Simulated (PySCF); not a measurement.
PySCF input (HF/def2-TZVPD):

```python
from pyscf import gto, scf, dft

mol = gto.M(
    atom='''
    C    -1.15878554   -0.23099395   -0.04654759
    Si    0.47520641    0.09472832    0.01908870
    H    -2.20799381   -0.44014462   -0.08869354
    H     1.49426260   -0.96659357    0.10401088
    H     1.01355473    1.46650544   -0.00327365
    ''',
    basis='def2-tzvpd',
    charge=0,
    spin=1,
    verbose=4,
)

mf = scf.UHF(mol).density_fit(auxbasis='def2-universal-jkfit')
mf.conv_tol = 1e-9
mf.max_cycle = 100
mf.max_memory = 1500
mf.kernel()
if not mf.converged:
    mf = mf.newton()
    mf.kernel(mf.make_rdm1())
for _ in range(2):
    mo, _, stable, _ = mf.stability(return_status=True)
    if stable:
        break
    mf.kernel(mf.make_rdm1(mo, mf.mo_occ))
mf.analyze()
```

End of the output:

```
macro X = 5  E=-328.450689101824  |g|= 1.28457e-05  total 12 KF 52 JK
converged SCF energy = -328.450689101824  <S^2> = 1.1352911  2S+1 = 2.3539678
uhf_internal: lowest eigs of H = [0.15309694 0.17408732 0.26787792]
<class 'pyscf.soscf.newton_ah.SecondOrderDFUHF'> wavefunction is stable in the internal stability analysis
**** SCF Summaries ****
Total Energy =                        -328.450689101824310
Nuclear Repulsion Energy =              45.181863706377634
One-electron Energy =                 -543.221556599674386
Two-electron Energy =                  169.589003791472464
Two-electron Coulomb Energy =          196.202123670049673
DFT Exchange-Correlation Energy =      -26.613119878577209
HOMO-LUMO gap [eV] =                    10.174728701715710
**** MO energy ****
                             alpha | beta                alpha | beta
MO #1   energy= -68.7730018747634  | -68.7782105881711  occ= 1 | 1
MO #2   energy= -11.2520168250552  | -11.2161239455454  occ= 1 | 1
MO #3   energy= -6.12545378279869  | -6.13190628967292  occ= 1 | 1
MO #4   energy= -4.23219724452569  | -4.24435555439801  occ= 1 | 1
MO #5   energy= -4.2320761951364   | -4.23741047518676  occ= 1 | 1
MO #6   energy= -4.22737011493312  | -4.23563093272041  occ= 1 | 1
MO #7   energy= -0.944967257325265 | -0.816730289834758 occ= 1 | 1
MO #8   energy= -0.689779470259412 | -0.686272201787197 occ= 1 | 1
MO #9   energy= -0.565219388587437 | -0.536272546008021 occ= 1 | 1
MO #10  energy= -0.522952849150804 | -0.497265725436349 occ= 1 | 1
MO #11  energy= -0.402475465256304 | -0.300602701276648 occ= 1 | 1
MO #12  energy= -0.395257298900454 | 0.0670808064556708 occ= 1 | 0
MO #13  energy= 0.0700328867008263 | 0.0678291183223942 occ= 0 | 0
MO #14  energy= 0.0745596842532768 | 0.0839263825617332 occ= 0 | 0
MO #15  energy= 0.0818277765296323 | 0.0856046556441542 occ= 0 | 0
MO #16  energy= 0.122695642552071  | 0.115250209865817  occ= 0 | 0
MO #17  energy= 0.136701063218901  | 0.128535630878049  occ= 0 | 0
MO #18  energy= 0.153761287002435  | 0.146251462653108  occ= 0 | 0
MO #19  energy= 0.154707186765861  | 0.155133610881389  occ= 0 | 0
MO #20  energy= 0.163114549850707  | 0.203883095265922  occ= 0 | 0
MO #21  energy= 0.180421517075629  | 0.206607309877978  occ= 0 | 0
MO #22  energy= 0.204421970066785  | 0.206643393162808  occ= 0 | 0
MO #23  energy= 0.238203172832938  | 0.231594336737571  occ= 0 | 0
MO #24  energy= 0.241000427767326  | 0.242168187140219  occ= 0 | 0
MO #25  energy= 0.246339129874402  | 0.249852833264603  occ= 0 | 0
MO #26  energy= 0.258070613007036  | 0.255035009059913  occ= 0 | 0
MO #27  energy= 0.287003780319648  | 0.278623944705026  occ= 0 | 0
MO #28  energy= 0.30479123251123   | 0.297979673737144  occ= 0 | 0
MO #29  energy= 0.321760713654111  | 0.324850811528213  occ= 0 | 0
MO #30  energy= 0.324309204485081  | 0.332260078166485  occ= 0 | 0
MO #31  energy= 0.340453114084702  | 0.341000008082391  occ= 0 | 0
MO #32  energy= 0.356385580083146  | 0.354840540190635  occ= 0 | 0
MO #33  energy= 0.361227639153773  | 0.364580091219813  occ= 0 | 0
MO #34  energy= 0.368092097435639  | 0.372630004955412  occ= 0 | 0
MO #35  energy= 0.370003589306554  | 0.378167750566904  occ= 0 | 0
MO #36  energy= 0.38690147402228   | 0.402326744634806  occ= 0 | 0
MO #37  energy= 0.418351562066407  | 0.422862261588912  occ= 0 | 0
MO #38  energy= 0.462381349861461  | 0.481427014743331  occ= 0 | 0
MO #39  energy= 0.50240949093969   | 0.491899616405271  occ= 0 | 0
MO #40  energy= 0.503878179768834  | 0.502689485903852  occ= 0 | 0
MO #41  energy= 0.55257502485269   | 0.538770116364288  occ= 0 | 0
MO #42  energy= 0.556294538790419  | 0.560877548928153  occ= 0 | 0
MO #43  energy= 0.562229519795431  | 0.588208522447861  occ= 0 | 0
MO #44  energy= 0.567062062716234  | 0.616515632324752  occ= 0 | 0
MO #45  energy= 0.583898298592566  | 0.632703309426986  occ= 0 | 0
MO #46  energy= 0.646981516721744  | 0.645333600605047  occ= 0 | 0
MO #47  energy= 0.665374325597435  | 0.654497214992536  occ= 0 | 0
MO #48  energy= 0.667341512727142  | 0.676907651975714  occ= 0 | 0
MO #49  energy= 0.693016251877225  | 0.69713500642064   occ= 0 | 0
MO #50  energy= 0.758293545406531  | 0.757219719424895  occ= 0 | 0
MO #51  energy= 0.797053247939063  | 0.80860592195162   occ= 0 | 0
MO #52  energy= 0.844258333527806  | 0.858346242196341  occ= 0 | 0
MO #53  energy= 0.921749394342377  | 0.922649532404201  occ= 0 | 0
MO #54  energy= 0.996916705409001  | 1.00173955776008   occ= 0 | 0
MO #55  energy= 1.00398293088447   | 1.05402487867055   occ= 0 | 0
MO #56  energy= 1.03382349589268   | 1.07106793829879   occ= 0 | 0
MO #57  energy= 1.07922509298382   | 1.13887578370221   occ= 0 | 0
MO #58  energy= 1.09992238774279   | 1.14940032469966   occ= 0 | 0
MO #59  energy= 1.25480420055947   | 1.23689661321811   occ= 0 | 0
MO #60  energy= 1.30110166724797   | 1.29617963920411   occ= 0 | 0
MO #61  energy= 1.33054359138354   | 1.33805023153507   occ= 0 | 0
MO #62  energy= 1.36796547687622   | 1.35791428316795   occ= 0 | 0
MO #63  energy= 1.37362831148703   | 1.36113060010316   occ= 0 | 0
MO #64  energy= 1.38745832989909   | 1.39122859094923   occ= 0 | 0
MO #65  energy= 1.43304098894478   | 1.42465068212845   occ= 0 | 0
MO #66  energy= 1.45839368108976   | 1.47929946469627   occ= 0 | 0
MO #67  energy= 1.51243977162956   | 1.51619989422318   occ= 0 | 0
MO #68  energy= 1.53368441998471   | 1.53323189038177   occ= 0 | 0
MO #69  energy= 1.54076911499054   | 1.55116762945272   occ= 0 | 0
MO #70  energy= 1.618722625828     | 1.62607527023326   occ= 0 | 0
MO #71  energy= 1.73481606860405   | 1.72666864497281   occ= 0 | 0
MO #72  energy= 1.75938005085506   | 1.75673683628793   occ= 0 | 0
MO #73  energy= 1.84487347254434   | 1.8662185024334    occ= 0 | 0
MO #74  energy= 1.97355468546049   | 1.97277977148293   occ= 0 | 0
MO #75  energy= 1.98600564756163   | 2.04851260307539   occ= 0 | 0
MO #76  energy= 1.99303577717716   | 2.06908842900763   occ= 0 | 0
MO #77  energy= 2.05045941337753   | 2.07389585537015   occ= 0 | 0
MO #78  energy= 2.08683558311554   | 2.09643197646333   occ= 0 | 0
MO #79  energy= 2.14401010965355   | 2.14744267022684   occ= 0 | 0
MO #80  energy= 2.21648143785014   | 2.22027037568696   occ= 0 | 0
MO #81  energy= 2.34044500463354   | 2.35238837972313   occ= 0 | 0
MO #82  energy= 2.40415360741834   | 2.42812144015003   occ= 0 | 0
MO #83  energy= 2.47204203873912   | 2.47417649857167   occ= 0 | 0
MO #84  energy= 2.62179088134448   | 2.62914991214659   occ= 0 | 0
MO #85  energy= 2.78207845650872   | 2.78736644870176   occ= 0 | 0
MO #86  energy= 2.78496743958524   | 2.79447939427097   occ= 0 | 0
MO #87  energy= 2.98666890692608   | 3.01243173609622   occ= 0 | 0
MO #88  energy= 2.98771338769371   | 3.05192734289448   occ= 0 | 0
MO #89  energy= 3.00185820684326   | 3.055408973927     occ= 0 | 0
MO #90  energy= 3.14949220826072   | 3.18037556740439   occ= 0 | 0
MO #91  energy= 3.17347967015065   | 3.19823227079688   occ= 0 | 0
MO #92  energy= 3.22953190527216   | 3.26060565080496   occ= 0 | 0
MO #93  energy= 3.32925472282156   | 3.33823902396797   occ= 0 | 0
MO #94  energy= 3.39753962960445   | 3.42419647844995   occ= 0 | 0
MO #95  energy= 3.43590104718521   | 3.47783338792759   occ= 0 | 0
MO #96  energy= 3.47096089685949   | 3.55130593227609   occ= 0 | 0
MO #97  energy= 3.50547487591194   | 3.57581342243324   occ= 0 | 0
MO #98  energy= 3.52122898448818   | 3.57797089653354   occ= 0 | 0
MO #99  energy= 3.79598600269514   | 3.82153309781811   occ= 0 | 0
MO #100 energy= 3.85575619994203   | 3.88928033466255   occ= 0 | 0
MO #101 energy= 4.02513383475195   | 4.04943357864475   occ= 0 | 0
MO #102 energy= 5.13765489893584   | 5.15348956006078   occ= 0 | 0
MO #103 energy= 6.73933661215957   | 6.72508290951784   occ= 0 | 0
MO #104 energy= 6.92427502516831   | 6.92150097168627   occ= 0 | 0
[...]
```

It need not be the lowest isomer of its formula.

The determinant is spin-contaminated: <S^2> is 1.14 against 0.75 for a pure state.
